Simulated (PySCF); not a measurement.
Si(NCS)H3, CH3NSSi.
Cartesian coordinates in Å at the PBE0-D3(BJ)/def2-SVP level; atoms count from 1:
```
atom  x, y, z in Å
Si1   -0.0030   -0.0007   -1.1020
N2    -0.0105    0.0272    0.6253
C3     0.0015    0.0087    1.8194
S4     0.0150   -0.0111    3.3935
H5     1.4097   -0.0063   -1.5732
H6    -0.7075    1.2127   -1.6004
H7    -0.7052   -1.2306   -1.5627
```

Theory: delta-SCF UKS SCAN, pcX-2 on the ionised atom, pcseg-1 elsewhere, spin-free X2C (PySCF 2.14.0). Each 1s hole has a ground state of its own, since the core basis sits on the ionised atom alone.

```csv
ionised atom,basis functions,E(ground) (Eh),binding energy (eV)
C3,110,-783.92904,293.389
N2,110,-783.94059,405.252
Si1,121,-783.98018,1847.889
S4,121,-784.05827,2477.216
```

Q: Fill in the total energy of each core-ionised state.

A: With binding energy = E(ionised) − E(ground) and 27.2114 eV a hartree:

```csv
atom,binding energy (Eh),E(ionised) (Eh)
C3,10.7819,-773.1472
N2,14.8927,-769.0479
Si1,67.9087,-716.0715
S4,91.0360,-693.0223
```

Q: How much do the ground-state energies differ, and what would follow from using one of them for all holes?

A: They run from -784.0583 Eh (core basis on S4) to -783.9290 Eh (on C3), 0.1293 Eh or 3.52 eV apart, though the state is the same; only basis and grid differ. Pairing the ion of C3 with the ground state of S4 would put its binding energy 3.52 eV too high.

Only 1s holes are shown. Isolated species at its PBE0-D3(BJ)/def2-SVP geometry, gas phase.
